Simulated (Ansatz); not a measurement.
The first iterations of a band of Cl2HInO + H3P (9 atoms, charge 0, multiplicity 1).

The calculation used Ansatz 0.2.0, RKS PBE-D4/def2-SVP.

- movable images: 5
- climbing image: yes
- spring: 5.0 eV/Å²
- optimiser: quadratic models (default)
- start path: through a guess of the saddle point
- force threshold: 0.03 eV/Å
- iteration limit: 60
- end points: relaxed

Image 0:

```xyz
9
Properties=species:S:1:pos:R:3
In 0.218 0.066 0.242
O -0.116 -0.514 2.148
H -1.082 -0.506 2.305
Cl 2.355 -0.277 -0.685
Cl -1.586 0.601 -1.196
P 0.802 3.068 1.293
H 1.828 2.314 0.617
H -0.203 2.794 0.294
H 0.411 1.967 2.143
```

Image 6:

```xyz
9
Properties=species:S:1:pos:R:3
In 0.515 0.763 0.202
O -0.174 -0.307 2.207
H -1.053 -0.528 1.805
Cl 2.172 -0.749 -0.571
Cl -1.732 0.069 -0.398
P 0.891 3.142 0.940
H 2.178 3.175 0.291
H 0.208 3.619 -0.236
H -0.378 0.330 2.921
```

| iteration | highest image above the first end (eV) | largest band force component (eV/Å) |
| --- | --- | --- |
| 1 | 4.516 | 12.090 |
| 2 | 1.802 | 5.380 |
| 3 | 0.735 | 3.167 |
| 4 | 0.353 | 1.464 |
| 5 | 0.185 | 0.766 |

Question: Does the band converge within its limit, and where does its top end?

Answer: It converged. It ended after 16 iterations with the highest image 0.315 eV above the first end. A vibrational analysis at the climbing image gives one clearly imaginary mode, 757i cm⁻¹: a first-order saddle point. The orbitals stay closed-shell, which can raise the energy where a bond breaks towards radicals; this wasn't checked here.

The run took 110 s on 4 threads of Arm Neoverse V1 (shared host), peak memory 0.18 GiB.
